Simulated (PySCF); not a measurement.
## Radial density of Mg⁺ (magnesium, charge +1)

UHF, [Ne] 3s1, 2S determinant. All numbers are calculated (PySCF 2.14, the non-relativistic Hamiltonian (point nucleus), in dyall-av3z (20s13p6d4f, 117 functions)).

```
r (bohr)  4πr²ρ (e/bohr)  4πr²(ρα − ρβ)
 0.00265         0.09062         0.0002
 0.00446          0.2455         0.0005
 0.00750          0.6457         0.0012
  0.0126           1.616         0.0030
  0.0212           3.723         0.0067
  0.0357           7.464         0.0131
  0.0601           11.89         0.0186
   0.101           13.09         0.0130
   0.170           9.054        -0.0020
   0.286           7.827         0.0234
   0.481           11.11         0.0646
   0.809           7.222        -0.0017
    1.36           1.465         0.1277
    2.29          0.4570         0.4167
    3.85          0.1847         0.1846
    6.47        0.007293         0.0073
```

Task: Where is the radial spin density 4πr²(ρα − ρβ) most negative, and why is it negative at all?

Result: Around r = 0.170 bohr, down to -0.0020 e/bohr: exchange with the open shell polarises the paired shells in an unrestricted calculation.
